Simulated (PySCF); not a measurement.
## Correlation energy of Hg²⁺ (mercury, charge +2)

[Xe] 4f14 5d10, closed-shell 1S. All numbers are calculated (PySCF 2.14, scalar relativity by spin-free X2C-1e, in ANO-RCC-VTZP (8s7p5d3f1g, 84 functions)). Frozen: [Xe] 4f14; 10 electrons correlated.

```
  level  correlation energy (mhartree)
   CCSD                        -289.02
    (T)                          -8.49
CCSD(T)                        -297.51
```

Diagnostics: T1 = 0.0027, D1 = 0.0038, largest double amplitude 0.016.

Cost of the coupled-cluster step: roughly 0.6 core-seconds, for 10 correlated electrons.

Iterations:

```
CC2 = 0
CCSD nocc = 5, nmo = 50
frozen orbitals [0, 1, 2, 3, 4, 5, 6, 7, 8, 9, 10, 11, 12, 13, 14, 15, 16, 17, 18, 19, 20, 21, 22, 23, 24, 25, 26, 27, 28, 29, 30, 31, 32, 33]
max_cycle = 100
direct = 0
conv_tol = 1e-08
conv_tol_normt = 1e-06
diis_space = 8
diis_start_cycle = 0
Init t2, MP2 energy = -19618.5484051444  E_corr(MP2) -0.303685096900046
Init E_corr(CCSD) = -0.303685096900431
cycle = 1  E_corr(CCSD) = -0.286519080034583  dE = 0.0171660169  norm(t1,t2) = 0.015664
cycle = 2  E_corr(CCSD) = -0.289012605810716  dE = -0.00249352578  norm(t1,t2) = 0.00433349
cycle = 3  E_corr(CCSD) = -0.288933259309851  dE = 7.93465009e-05  norm(t1,t2) = 0.0013563
cycle = 4  E_corr(CCSD) = -0.289020015453009  dE = -8.67561432e-05  norm(t1,t2) = 0.000467273
cycle = 5  E_corr(CCSD) = -0.289020729071422  dE = -7.13618413e-07  norm(t1,t2) = 6.0495e-05
cycle = 6  E_corr(CCSD) = -0.289016960485408  dE = 3.76858601e-06  norm(t1,t2) = 7.1068e-06
cycle = 7  E_corr(CCSD) = -0.289017414376388  dE = -4.53890981e-07  norm(t1,t2) = 1.16718e-06
cycle = 8  E_corr(CCSD) = -0.289017421809367  dE = -7.43297895e-09  norm(t1,t2) = 1.2633e-07
CCSD converged
E(CCSD) = -19618.53373746928  E_corr = -0.2890174218093673
CCSD(T) correction = -0.00849040553190925
```
